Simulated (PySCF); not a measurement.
Ge(Cl)(SH)3 (ClGeH₃S₃), SMILES [SH][Ge]([SH])([SH])[Cl].

Geometry optimised at ωB97X-D3(BJ)/def2-SVP. This is a generated structure with no PubChem entry under its InChIKey; it may be hypothetical. One conformer was computed; it need not be the lowest.

Method: PBE/def2-TZVP (PySCF).

Computed frontier levels, gap, dipole moment and polarisability:
```yaml
highest_occupied_level: -6.50 eV
lowest_empty_level: -2.40 eV
orbital_gap: 4.10 eV
dipole_moment: 2.38 D
quadrupole, principal values (traceless, Buckingham form, about the centre of nuclear charge): -5.12, 1.53, 3.59 D·Å
mean_static_polarisability: 100.8 bohr³ (14.93 Å³)
polarisability_principal_values: 93.9, 102.0, 106.3 bohr³
```
